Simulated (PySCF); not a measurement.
# Radial density of Ru²⁺ (ruthenium, charge +2)

UHF, [Kr] 4d6, high-spin 5D determinant. Calculation: PySCF 2.14, in def2-SVP with the def2 core potential (28 electrons) (5s3p2d1f, 31 functions); a scalar-relativistic core potential. This is the valence pseudo-density: the core potential removes the inner electrons and smooths the orbitals near the nucleus.

| r (bohr) | 4πr²ρ (e/bohr) | 4πr²(ρα − ρβ) |
| --- | --- | --- |
| 0.0338 | 1.682e-05 | 0.0000 |
| 0.0568 | 4.592e-05 | 0.0000 |
| 0.0956 | 0.0001267 | 0.0000 |
| 0.161 | 0.0007922 | 0.0002 |
| 0.270 | 0.02848 | 0.0065 |
| 0.455 | 1.020 | 0.1504 |
| 0.765 | 10.17 | 1.6133 |
| 1.29 | 10.81 | 3.0820 |
| 2.16 | 1.983 | 1.0285 |
| 3.64 | 0.09116 | 0.0457 |
| 6.12 | 0.0004952 | 0.0002 |

Energies and moments cover only the electrons outside the core potential.
